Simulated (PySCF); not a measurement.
## Relaxation of singlet [GeCl3]+

These are results of PBE0 in PySCF with Ge def2-TZVP, Cl def2-TZVP; no relativity; density-fitted integrals, not measurements. A (50,194) grid was used.

A hand-made trigonal planar start, of D3h symmetry, held to at least that symmetry:

```xyz
4
charge 1 multiplicity 1, angstrom
Ge    0.0000    0.0000    0.0000
Cl    2.1560    0.0000    0.0000
Cl   -1.0780    1.8672    0.0000
Cl   -1.0780   -1.8672    0.0000
```

Optimiser trace:
```tsv
step	E − E(last) (kJ/mol)	largest gradient (Eh/bohr)
0	36.41	0.04014
1	1.50	0.00949
2	0.16	0.00326
3	0.00	0.00016
4	0.00	0.00000
```

It ends at D3h with Ge–Cl 2.045 Å (×3); Cl–Ge–Cl 120.0° (×3). A frequency run shows a minimum. Other isomers or separated fragments may lie lower.

Final geometry:
```xyz
4
charge 1 multiplicity 1, angstrom
Ge    0.0000    0.0000    0.0000
Cl    2.0452    0.0000    0.0000
Cl   -1.0226    1.7712    0.0000
Cl   -1.0226   -1.7712    0.0000
```
